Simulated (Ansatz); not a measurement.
Coupled-cluster diagnostics for SnH2Me(NHiPr) (C4H13NSn), Ansatz.

Geometry of the singlet (PBE-D4/def2-SVP):

```xyz
19

C    -0.4666    2.2308   -2.4322
C    -0.0099   -0.4020    1.4568
C     1.5087   -0.6347    1.5367
C    -0.7591   -1.7135    1.2108
N    -0.4103    0.6023    0.4679
Sn   -0.3412    0.2422   -1.5812
H     1.0942   -0.5808   -2.1396
H    -1.7331   -0.7057   -1.9832
H    -0.5818    2.1664   -3.5313
H     0.4540    2.8017   -2.2014
H    -1.3407    2.7609   -2.0067
H     0.0587    1.4968    0.6637
H    -0.3396   -0.0199    2.4545
H     1.8929   -1.0557    0.5826
H     1.7768   -1.3387    2.3531
H     2.0457    0.3185    1.7248
H    -0.4480   -2.1760    0.2472
H    -0.5480   -2.4525    2.0093
H    -1.8526   -1.5400    1.1681
```

In the def2 sets Sn takes a core potential; there is no spin–orbit coupling. Correlated methods freeze 9 core orbitals; core or outer-core shells of Sn are correlated, in sets that lack core-valence functions.

(1) Estimate the CCSD(T) correlation energy, the shares of MP2 and (T), T1 and the reference's ⟨S²⟩ for: charge 0, singlet, own geometry in def2-SVP; and the rough time on 4 threads of Arm Neoverse V2 on a shared host.

Answers

(1) 
| state | basis | correlation (eV) | MP2 share (%) | (T) share (%) | T1 | ⟨S²⟩ (pure) | wall time |
| --- | --- | --- | --- | --- | --- | --- | --- |
| charge 0, singlet, own geometry | def2-SVP | -26.964 | 88.7 | 3.0 | 0.009 | 0.00 (0.00) | 68 s |
Customary marks for T1 are 0.02 (closed shells), 0.045 (open shells) and about 0.05 (3d metals). T1 stays under 0.02 throughout.
